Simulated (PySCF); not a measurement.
**Nuclear quadrupole coupling in Si(OEt)2Me2**

Compound: Si(OEt)2Me2, C₆H₁₆O₂Si.
Cartesian coordinates in Å at the PBE0-D3(BJ)/def2-SVP level; atoms count from 1:
```xyz
25
C6H16O2Si angstrom
Si    -0.870   -0.161   -0.104
O     -0.558   -0.299    1.519
C      0.336    0.515    2.238
C      0.558   -0.072    3.613
H      1.297    0.596    1.698
H     -0.070    1.542    2.329
H      1.247    0.555    4.200
H     -0.395   -0.149    4.157
H      0.987   -1.082    3.533
O      0.620   -0.279   -0.853
C      0.889   -0.072   -2.213
C      2.371   -0.230   -2.464
H      0.326   -0.795   -2.836
H      0.560    0.938   -2.528
H      2.610   -0.071   -3.527
H      2.940    0.497   -1.865
H      2.702   -1.239   -2.177
C     -1.641    1.494   -0.509
H     -1.889    1.577   -1.579
H     -0.959    2.322   -0.259
H     -2.572    1.637    0.062
C     -1.976   -1.588   -0.549
H     -1.480   -2.542   -0.314
H     -2.225   -1.585   -1.622
H     -2.918   -1.544    0.018
```

Field gradients from the PBE0/pcSseg-1 density (PySCF, non-relativistic), principal values in atomic units, ordered |Vxx| ≤ |Vyy| ≤ |Vzz|:

| atom | Vxx | Vyy | Vzz |
| --- | --- | --- | --- |
| O2 | -0.4743 | -1.2145 | 1.6889 |
| O10 | -0.4658 | -1.2510 | 1.7168 |

**Question.** Find the asymmetry η = (Vxx − Vyy)/Vzz and the couplings χ = eQV/h (234.96 MHz × Q in barn × V in au), with Q(17O) = −0.0256 b.

**Answer.** 
```tsv
atom	environment	nucleus	η	χzz (MHz)	χxx (MHz)	χyy (MHz)
O2	oxygen bonded to C and Si	17O	0.44	-10.16	2.85	7.31
O10	oxygen bonded to C and Si	17O	0.46	-10.33	2.80	7.52
```

The tensor is traceless: Vxx + Vyy + Vzz = 0.

**Question.** What is Vzz at O10 in SI units (1 au = 9.71736 × 10²¹ V/m²)?

**Answer.** 1.7168 au = 16.682 × 10²¹ V/m².

**Question.** And the gradient at the other heavy atoms, for which no coupling is worked out here?

**Answer.** 
```json
{"atom": "Si1", "environment": "silicon bonded to 2 C and 2 O", "Vzz (au)": "-0.480", "η": "0.76"}
{"atom": "C3", "environment": "carbon bonded to C, O and 2 H", "Vzz (au)": "0.395", "η": "0.12"}
{"atom": "C4", "environment": "carbon bonded to C and 3 H", "Vzz (au)": "0.039", "η": "0.70"}
{"atom": "C11", "environment": "carbon bonded to C, O and 2 H", "Vzz (au)": "0.376", "η": "0.06"}
{"atom": "C12", "environment": "carbon bonded to C and 3 H", "Vzz (au)": "0.043", "η": "0.64"}
{"atom": "C18", "environment": "carbon bonded to Si and 3 H", "Vzz (au)": "-0.120", "η": "0.09"}
{"atom": "C22", "environment": "carbon bonded to Si and 3 H", "Vzz (au)": "-0.105", "η": "0.22"}
```

Were the hydrogens deuterons (Q(2H) = 0.00286 b), χzz would run from 181 kHz (H13, H14 and H5) to 201 kHz (H23, H25, H24, H20 and 2 more).

Geometry: PBE0-D3(BJ)/def2-SVP, one conformer, isolated molecule. The basis is small and wasn't made for field gradients, so the couplings can be 20 % off.
